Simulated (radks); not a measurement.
Valence configurations of neutral gadolinium (all share [Xe]). Method: scalar-relativistic Kohn-Sham, r2SCAN, spin-polarised, spherical densities, finite nucleus; open shells are filled with parallel spins first (spin-orbit coupling, left out, can overturn this in heavy ions); meta-GGA in the generalised Kohn-Sham scheme; Fermi nuclear charge, rms radius 5.1569 fm; computed with a radial shooting solver on a logarithmic mesh with Libxc functionals. Energies are relative to 4f7 5d1 6s2; eigenvalues in eV for spin up.

\begin{tabular}{lrrrrrr}
valence & E (eV) & moment (Bohr magnetons) & e(4f) & e(5d) & e(6p) & e(6s) \\ \hline
4f7 5d1 6s2 & 0.000 & 8 & -11.041 & -3.028 & - & -4.522 \\
4f7 5d1 6s1.5 6p0.5 & 0.993 & 9 & -11.600 & -3.552 & -1.931 & -5.134 \\
4f7 5d1 6s1 6p1 & 1.485 & 10 & -11.976 & -3.944 & -2.280 & -5.545 \\
4f7 5d1 6p2 & 4.701 & 10 & -13.213 & -4.791 & -2.779 & - \\
4f6.5 5d1 6s2 6p0.5 & 5.915 & 8 & -15.996 & -4.749 & -2.044 & -5.469 \\
4f6 5d2 6s2 & 10.639 & 8 & -17.624 & -4.378 & - & -4.934 \\
4f6 5d1 6s2 6p1 & 14.061 & 8 & -21.223 & -6.554 & -2.645 & -6.401 \\
\end{tabular}

NIST lists [Xe] 4f7 5d1 6s2 as the ground configuration; this level of theory agrees among the configurations tried. The energies are those of spherical high-spin densities, not of single terms. No valid solution was reached for [Xe] 4f8 5d1 6s1; [Xe] 4f8 6s2; [Xe] 4f8 5d1 6s0.5 6p0.5.
